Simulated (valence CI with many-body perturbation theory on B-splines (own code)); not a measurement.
Level structure of Sn³⁶⁺

Computed by relativistic CI+MBPT: four valence electrons over a frozen Dirac-Fock core [Ne], a basis of 11 s, 11 p, 9 d, 7 f, 5 g, 2 h, 1 i functions for each j, with the one-electron correlation potential Σ1, the two-electron term Σ2, the three-electron term Σ3, Breit, model QED; selected CI, second order for the rest (own B-spline code, finite nucleus).

The last digits are not significant, and no measured levels were compared; by estimate large intervals hold to a few tenths of a per cent, small ones and those within an open d or f shell to about a per cent.

Levels 1 to 45 of 67, with energies above the lowest level, (3s^2 3p1/2^2) J=0. "Leading %" is the weight of the configuration and term that name the level; weights of strongly mixed levels are sums over their largest components and can fall short. In the jj column 3d3/2^4 stands for four electrons in 3d with j = 3/2.

```
No.  Configuration  Term  J  E (cm⁻¹)  Leading %      g  Second component                   Leading jj
  1         3s²3p²    ³P  0         0         74           25 % 3s²3p² ¹S          3s^2 3p1/2^2 (98 %)
  2         3s²3p²    ³P  1    403600         98  1.496                        3s^2 3p1/2 3p3/2 (98 %)
  3         3s²3p²    ¹D  2    449950         58  1.201    41 % 3s²3p² ³P      3s^2 3p1/2 3p3/2 (98 %)
  4         3s²3p²    ³P  2    887140         57  1.289    40 % 3s²3p² ¹D          3s^2 3p3/2^2 (97 %)
  5         3s²3p²    ¹S  0    989910         73           25 % 3s²3p² ³P          3s^2 3p3/2^2 (97 %)
  6          3s3p³   ⁵S°  2   1129300         46  1.666    36 % 3s3p³ ³P°      3s 3p1/2^2 3p3/2 (89 %)
  7          3s3p³   ³D°  1   1275400         45  0.927    20 % 3s3p³ ³P°      3s 3p1/2^2 3p3/2 (79 %)
  8        3s²3p3d   ³F°  2   1471000         66  0.793  21 % 3s²3p3d ¹D°      3s^2 3p1/2 3d3/2 (92 %)
  9          3s3p³   ⁵S°  2   1484800         37  1.485    36 % 3s3p³ ³D°      3s 3p1/2 3p3/2^2 (75 %)
 10          3s3p³   ³D°  3   1561000         68  1.290  17 % 3s²3p3d ³D°      3s 3p1/2 3p3/2^2 (68 %)
 11        3s²3p3d   ³D°  1   1655400         47  1.013    15 % 3s3p³ ³P°      3s^2 3p1/2 3d3/2 (63 %)
 12          3s3p³   ³P°  0   1677700         89          9 % 3s²3p3d ³P°      3s 3p1/2 3p3/2^2 (89 %)
 13          3s3p³   ³D°  2   1696300         25  1.113  25 % 3s²3p3d ³P°      3s^2 3p1/2 3d5/2 (50 %)
 14        3s²3p3d   ³F°  3   1701900         62  1.139    23 % 3s3p³ ³D°      3s^2 3p1/2 3d5/2 (64 %)
 15          3s3p³   ³P°  1   1739300         37  1.182    22 % 3s3p³ ³D°      3s 3p1/2 3p3/2^2 (65 %)
 16          3s3p³   ¹D°  2   1784700         39  1.222  22 % 3s²3p3d ³D°      3s 3p1/2 3p3/2^2 (48 %)
 17          3s3p³   ³S°  1   1821000         39  1.366    21 % 3s3p³ ¹P°      3s 3p1/2 3p3/2^2 (86 %)
 18        3s²3p3d   ³P°  2   2000800         30  1.320  24 % 3s²3p3d ¹D°      3s^2 3p3/2 3d5/2 (58 %)
 19        3s²3p3d   ³F°  4   2043800         98  1.245                        3s^2 3p3/2 3d5/2 (98 %)
 20        3s²3p3d   ³P°  1   2066900         45  1.157  30 % 3s²3p3d ³D°      3s^2 3p3/2 3d3/2 (80 %)
 21        3s²3p3d   ³D°  2   2067300         44  1.066  19 % 3s²3p3d ¹D°      3s^2 3p3/2 3d3/2 (75 %)
 22        3s²3p3d   ³D°  3   2073900         41  1.175  26 % 3s²3p3d ¹F°      3s^2 3p3/2 3d3/2 (74 %)
 23        3s²3p3d   ³P°  0   2081300         89            9 % 3s3p³ ³P°      3s^2 3p3/2 3d3/2 (89 %)
 24        3s3p²3d    ⁵F  1   2213500         59  0.325   24 % 3s3p²3d ³D      3s 3p1/2^2 3d3/2 (88 %)
 25        3s²3p3d   ¹P°  1   2235700         44  1.245  23 % 3s²3p3d ³P°      3s^2 3p3/2 3d5/2 (68 %)
 26        3s²3p3d   ¹F°  3   2236100         60  1.125  36 % 3s²3p3d ³D°      3s^2 3p3/2 3d5/2 (80 %)
 27        3s3p²3d    ⁵F  2   2237600         34  1.196   16 % 3s3p²3d ³D      3s 3p1/2^2 3d3/2 (80 %)
 28          3s3p³   ³P°  2   2258100         27  1.296  20 % 3s²3p3d ³P°            3s 3p3/2^3 (52 %)
 29        3s3p²3d    ⁵D  3   2362500         30  1.378   28 % 3s3p²3d ⁵F      3s 3p1/2^2 3d5/2 (81 %)
 30          3s3p³   ¹P°  1   2373000         35  1.075  25 % 3s²3p3d ¹P°            3s 3p3/2^3 (61 %)
 31            3p⁴    ³P  2   2389900         22  1.192   15 % 3s3p²3d ³P      3s 3p1/2^2 3d5/2 (47 %)
 32        3s3p²3d    ³F  2   2530900         46  0.977       10 % 3p⁴ ³P  3s 3p1/2 3p3/2 3d3/2 (54 %)
 33        3s3p²3d    ⁵D  0   2538900         52          14 % 3s3p²3d ³P  3s 3p1/2 3p3/2 3d3/2 (71 %)
 34        3s3p²3d    ⁵D  1   2557600         59  1.245   17 % 3s3p²3d ⁵F  3s 3p1/2 3p3/2 3d3/2 (95 %)
 35        3s3p²3d    ⁵F  3   2578000         47  1.203   32 % 3s3p²3d ³F  3s 3p1/2 3p3/2 3d3/2 (84 %)
 36        3s3p²3d    ⁵F  2   2588100         28  1.212   17 % 3s3p²3d ⁵D  3s 3p1/2 3p3/2 3d3/2 (48 %)
 37        3s3p²3d    ⁵D  0   2593000         37              27 % 3p⁴ ¹S       3p1/2^2 3p3/2^2 (48 %)
 38        3s3p²3d    ⁵F  4   2627200         73  1.297   14 % 3s3p²3d ³G  3s 3p1/2 3p3/2 3d5/2 (52 %)
 39        3s3p²3d    ⁵D  4   2652600         52  1.360   37 % 3s3p²3d ³F  3s 3p1/2 3p3/2 3d5/2 (65 %)
 40        3s3p²3d    ⁵P  3   2714000         50  1.421   23 % 3s3p²3d ³F  3s 3p1/2 3p3/2 3d5/2 (50 %)
 41        3s3p²3d    ³F  2   2714300         54  0.992   15 % 3s3p²3d ⁵D  3s 3p1/2 3p3/2 3d5/2 (41 %)
 42        3s3p²3d    ⁵F  5   2734500         63  1.321   37 % 3s3p²3d ³G  3s 3p1/2 3p3/2 3d5/2 (91 %)
 43        3s3p²3d    ³P  2   2740300         35  1.245   13 % 3s3p²3d ⁵P  3s 3p1/2 3p3/2 3d5/2 (42 %)
 44        3s3p²3d    ³P  1   2746700         39  1.294   19 % 3s3p²3d ⁵D  3s 3p1/2 3p3/2 3d5/2 (67 %)
 45        3s3p²3d    ⁵P  2   2759800         33  1.477   23 % 3s3p²3d ³D  3s 3p1/2 3p3/2 3d3/2 (70 %)
```

The ionisation energy to 3s²3p ²P°1/2 of the next ion comes out as 2440.8 eV (NIST: 2443 ± 5 eV (semi-empirical)). All 67 levels together are meant to be complete up to 3142300 cm⁻¹.
